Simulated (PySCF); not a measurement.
**Calculated NMR data**

- coordinates at the PBE0-D3(BJ)/def2-SVP level
- spin–spin couplings from B3LYP/pcJ-1 (spin–dipole term left out of most H,H and C,H couplings)
- PBE0/pcSseg-1 with gauge-including orbitals
- program: PySCF 2.14.0 with density-fitted response routines
- no solvent model, non-relativistic Hamiltonian, averaged over atoms made equivalent by symmetry, fast rotation or ring inversion, single conformer

References, each an isolated molecule treated in the same way: ¹H and ¹³C against TMS. Multiplet labels drop J under 1 Hz and among equivalent protons, and merge close values. Unscaled 3J(H,H) run several per cent high. Splittings of carbon signals by F and P are missing where no couplings were computed. Where no couplings were computed, multiplicities follow the n + 1 count of equivalent neighbours, and m marks all less simple cases (inequivalent or close neighbours, rings, F or P nearby). One-bond C–F couplings are unscaled and too large by tens of Hz. Shifts are as computed. Against solution values, carbons near 30 ppm lie about +2 ppm off and those near 130 ppm about +5 ppm. Of 1313 compounds with measured shifts, 239 miss one by over three times the rms of a fit or turn the order of signals round; such compounds aren't used in these exercises.

Compound 1 (C8H10NP). ¹H NMR (500 MHz, computed): δ 8.62 (m, 2H), 7.20 (m, 2H), 6.18 (m, 1H), 6.14 (m, 1H), 4.77 (m, 1H), 1.95 (m, 3H). ¹³C{¹H} NMR (computed): δ 155.2 (CH), 154.6 (C), 152.0 (C), 142.1 (CH2), 130.3 (CH), 27.8 (CH3). Structure: SMILES c1cc(PC(=C)C)ccn1.

Compound 2 (C5H4F6O2). ¹H NMR (500 MHz, computed): δ 3.81 (s, 3H), 3.40 (sept, J = 7.3 Hz, 1H). ¹³C{¹H} NMR (computed): δ 165.8 (C, sept, J = 2.1 Hz), 126.8 (C, m), 58.5 (CH, sept, J = 31.4 Hz), 54.0 (CH3). Structure: SMILES COC(=O)C(C(F)(F)F)C(F)(F)F.
